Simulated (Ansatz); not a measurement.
Basis-set extrapolation for C₄H₁₀Si, SMILES `[SiH3]C1CCC1` (PBE0-D4/def2-TZVP geometry, frozen core, Ansatz). Multiplicity 1, RHF reference.

```tsv
	def2-TZVPP	def2-QZVPP
HF	-446.257091	-446.273274
MP2 correlation	-0.816327	-0.867498
CCSD(T) correlation	-0.910852	not run
```

Energies in hartree. Use E(X) = E(∞) + A·exp(−7.88·√X) for Hartree–Fock and E(X) = E(∞) + B·X^(−2.97) for correlation, with X = 3 and 4, and add CCSD(T) minus MP2 of the smaller set to the MP2 limit.

Task: What is the CCSD(T) energy at the basis-set limit?

Result: HF limit: -446.273274 + (-0.016183) × 0.13774 = -446.27550. MP2 limit: -0.867498 + (-0.051171) × 0.74074 = -0.90540. Higher-order term: -0.910852 − (-0.816327) = -0.09452. Total: -447.27542 hartree, 67.4 kcal/mol below CCSD(T)/def2-TZVPP.
